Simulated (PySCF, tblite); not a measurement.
Isomers of C6H6NS (doublet state), one GFN2-xTB conformer each. Single-point energies are computed at B3LYP/pcH-1 (PySCF, gas phase, no added dispersion term), electronic only. GFN2-xTB treats the open shell by occupation alone, and not every SCF solution was tested for stability.

| SMILES | GFN2-xTB relative energy (kJ/mol) |
| --- | --- |
| [H]/N=C\c1ccc([CH2])s1 | 0.0 |
| N#C[C@@H]1C=CC[C]1S | 83.0 |

Conformers: `[H]/[N:7]=[CH:6]\[c:5]1[cH:4][cH:3][c:2]([CH2:1])[s:8]1` (doublet state) with H–C1–C2–C3 180° and 0°, C4–C5–C6–N7 0°; `[N:1]#[C:2][C@@H:3]1[CH:4]=[CH:5][CH2:6][C:7]1[SH:8]` (doublet state) with C6–C7–S8–H 25°.

What does B3LYP/pcH-1 give for the same structures?

```
                SMILES  B3LYP/pcH-1 E (Eh)  B3LYP/pcH-1 (kJ/mol)  GFN2-xTB (kJ/mol)  point group
[H]/N=C\c1ccc([CH2])s1          -685.14925                   0.0                0.0           Cs
   N#C[C@@H]1C=CC[C]1S          -685.11995                  76.9               83.0           C1
```

Both levels put the same isomer lowest. As drawn, the lower has an N–H bond, which the higher lacks; the higher has an S–H bond, which the lower lacks.

What happens when harmonic zero-point energies from GFN2-xTB frequencies are added?

```
                SMILES  ZPE (kJ/mol)  electronic (kJ/mol)  with ZPE (kJ/mol)
[H]/N=C\c1ccc([CH2])s1         263.7                  0.0                0.0
   N#C[C@@H]1C=CC[C]1S         257.1                 76.9               70.3
```

The zero-point energies span 6.6 kJ/mol. The order is unchanged.
